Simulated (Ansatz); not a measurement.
Frontier orbitals of FGaH2S (`[F][GaH][SH]`).

Total charge 0; spin multiplicity 1. Correlated methods include outer-core shells of Ga, which these sets cover unevenly. Scalar relativity is left out up to krypton. The structure was optimised at the PBE0-D4/def2-TZVP level. It is one conformer, not always the lowest. Basis def2-TZVPP, Ansatz 0.2.0.

| functional | HOMO (eV) | LUMO (eV) |
| --- | --- | --- |
| r2SCAN0 | -8.27 | -1.09 |

Give HOMO and LUMO (eV) with LDA (SPW92), PBE, revPBE, BLYP, r2SCAN, B97M-V, PBE0, B3LYP, r2SCANh, HSE06 (plane-wave form), BHLYP, CAM-B3LYP, LC-ωPBE, ωB97X-V, ωB97M-V, HF. (Estimate.)

The calculation gave: 
```
             functional    HOMO   LUMO
            LDA (SPW92)   -7.01  -2.29
                    PBE   -6.86  -2.02
                 revPBE   -6.80  -1.90
                   BLYP   -6.69  -1.97
                 r2SCAN   -7.16  -1.75
                 B97M-V   -7.22  -1.94
                   PBE0   -8.08  -1.25
                  B3LYP   -7.83  -1.53
                r2SCANh   -7.60  -1.48
HSE06 (plane-wave form)   -7.67  -1.62
                  BHLYP   -9.14  -0.53
              CAM-B3LYP   -9.39  -0.37
                LC-ωPBE  -10.80   0.81
                ωB97X-V  -10.43   0.68
                ωB97M-V  -10.26   0.46
                     HF  -10.84   1.51
```

B3LYP here is the variant with VWN-RPA as its local correlation; programs differ in this. LC-ωPBE has ω = 0.4 bohr⁻¹. Positive LUMOs are unbound and depend on the basis.
